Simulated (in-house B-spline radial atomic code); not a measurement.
# Ionising Lu LXVIII (Lu67+) with different functionals

Computed with a B-spline radial code for spherical atoms: scalar-relativistic (spin-free X2C) Hamiltonian, Fermi nucleus of rms radius 5.37 fm, spin-polarised at highest spin, spherical fractional occupations for the functionals, the average over the highest-spin determinants for Hartree-Fock. The ionisation energy is the difference of two self-consistent energies, [He] 2s2 → [He] 2s1, without Breit or QED terms; ε is the level of the shell that loses the electron (its least bound occupied spin orbital). There is no spin-orbit coupling in this Hamiltonian.

```json
{"method": "Hartree-Fock", "rung": "Hartree-Fock", "ΔSCF (eV)": "17631.4", "-ε(2s) (eV)": "17631.8"}
{"method": "HF fractional", "rung": "Hartree-Fock", "ΔSCF (eV)": "17631.4", "-ε(2s) (eV)": "17631.8"}
{"method": "SCAN", "rung": "meta-GGA", "ΔSCF (eV)": "17629.5", "-ε(2s) (eV)": "17523.6"}
{"method": "r2SCAN", "rung": "meta-GGA", "ΔSCF (eV)": "17628.6", "-ε(2s) (eV)": "17522.9"}
{"method": "PBE0", "rung": "global hybrid", "ΔSCF (eV)": "?", "-ε(2s) (eV)": "?"}
{"method": "B97-1", "rung": "global hybrid", "ΔSCF (eV)": "?", "-ε(2s) (eV)": "?"}
```

Question: What does B97-1 give?

Answer: ΔSCF 17637.7 eV, and -ε(2s) = 17540.4 eV.

Question: What does PBE0 give?

Answer: ΔSCF 17638.1 eV, and -ε(2s) = 17544.9 eV.

Question: Among the functionals, which spreads more, the ΔSCF values or the orbital energies?

Answer: The orbital energies: ΔSCF values span about 9.4 eV and the orbital energies 22.0 eV.

Question: How do they compare with the NIST value?

Answer: NIST lists 17610 eV ± 40 (tabulated theory, ground level to ground level). Errors run from +18.6 to +28.1 eV; all lie within about twice that uncertainty, so the table can't rank the methods. Hartree-Fock also lacks correlation.
